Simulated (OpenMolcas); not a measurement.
Ag5+.

```yaml
Program: OpenMolcas
Method: RASSCF
Basis: ANO-RCC-VQZP [8s7p5d3f2g1h]
Scalar_Hamiltonian: DKH2, point nucleus
Active_space: 12 electrons in 8 orbitals (RAS1 4p, at most 2 holes; RAS2 4d)
State_averaging: 2S+1 = 5 even, 5 roots; 2S+1 = 3 even, 45 roots; 2S+1 = 1 even, 49 roots
Spin-orbit_coupling: state interaction with AMFI integrals over the reference wave functions, term energies averaged over their components
```

Levels without dynamic correlation, in cm⁻¹ above 4d⁶ ⁵D₄:

```tsv
Level	E
4d⁶ ³P₂(1)	22629
4d⁶ ³H₆	25864
4d⁶ ³F₃(1) [74 %]	27445
4d⁶ ³G₅ [73 %]	32186
4d⁶ ³D₂	37029
```

On this reference, MS-RASPT2, IPEA 0.25 Eh, imaginary shift 0.1 Eh (closed shells correlated: 4s) puts 4d⁶ ³P₂(1) at 22010 cm⁻¹.

Problem. Estimate the other levels at that method by one scale factor, and say how well it serves.

Solution. The factor is 22010 / 22629 = 0.973. Scaled values beside those that MS-RASPT2 gives and measured ones (the list in Gamrath, thesis, University of Mons (2023)):
```csv
Level,Scaled,MS-RASPT2,Miss (%),Measured
4d⁶ ³H₆,25166,22130,+13.7,21512
4d⁶ ³F₃(1) [74 %],26704,25350,+5.3,24441
4d⁶ ³G₅ [73 %],31317,28660,+9.3,27958
4d⁶ ³D₂,36029,34060,+5.8,32650
```
For these levels the scaled values miss MS-RASPT2 by up to 13.7 %, as correlation changes each term by its own factor, spin-orbit parts do not scale and CASPT2 has its own spread within terms. This holds within one configuration; levels of others move differently, and the target method has errors of its own against measurement.

Term energies are means over components that CASPT2 splits; among the terms shown or strongly mixed into the levels shown the widest spread is 530 cm-1 (4d⁶ ³H, MS-RASPT2). Active for correlation alone: 4p; no level in the range computed is led by a configuration that opens it, so any true level of that kind is missing. Without dynamic correlation excited terms often stand tens of per cent too high (terms of higher spin than the ground term too low), and those without a measured partner can miss by more than the paired ones (holds for RASSCF). Measured partners are found by configuration, term and J. A level has none where our copy of the source lacks it or the pairing is in doubt (some pairs that miss far off the trend of their configuration count as doubtful), and it then counts in no deviation. Levels of configurations outside the active space are missing.

A share in square brackets marks a mixed level and gives the weight of the term that names it, the lowest over the columns. A number in round brackets counts repeated terms of one configuration in the order of the reference energies.
